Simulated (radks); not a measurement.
Neutral xenon inside a hard spherical wall (all orbitals vanish at R), configuration held at [Xe] and not refilled when levels cross. Calculated with a radial shooting solver on a logarithmic mesh with Libxc functionals: scalar-relativistic Kohn-Sham, PBE, spin-polarised, spherical densities, point nucleus. Eigenvalues in eV for spin up, with the zero of energy where the potential of the charges vanishes at infinity; a dash marks a level that is unbound or too diffuse for the functional's potential to be trusted. A positive occupied level is held by the wall or, in an anion where self-interaction has pushed it up, behind a barrier. The pressure on the wall is -dE/dV.

\begin{tabular}{lrrrrrrrrr}
R (bohr) & E (hartree) & kinetic (hartree) & e(4p) & e(4d) & e(5s) & e(5p) & e(6s, empty) & e(5d, empty) & pressure (GPa) \\ \hline
free & -7447.30127 & 7831.856 & -141.27 & -59.383 & -19.742 & -8.235 & - & - & 0 \\
15 & -7447.30127 & 7831.856 & -141.27 & -59.383 & -19.742 & -8.235 & - & - & < 0.0001 \\
12 & -7447.30126 & 7831.856 & -141.27 & -59.383 & -19.742 & -8.234 & -0.331 & 1.544 & < 0.0001 \\
8 & -7447.30044 & 7831.865 & -141.21 & -59.330 & -19.697 & -8.192 & 0.880 & 2.671 & 0.0468 \\
6 & -7447.28314 & 7832.003 & -140.62 & -58.746 & -19.229 & -7.720 & 4.462 & 4.683 & 1.82 \\
4 & -7446.86616 & 7834.312 & -134.83 & -53.075 & -14.814 & -2.675 & 24.953 & 14.313 & 106 \\
3.5 & -7446.28693 & 7836.990 & -130.07 & -48.472 & -10.884 & 2.099 & 41.424 & 21.885 & 334 \\
3 & -7444.84073 & 7842.948 & -121.97 & -40.702 & -3.117 & 11.652 & 72.052 & 36.061 & 1170 \\
1.5 & -7380.27030 & 8052.840 & -10.946 & 73.611 & 220.31 & 262.46 & 655.59 & 325.49 & 198000 \\
\end{tabular}
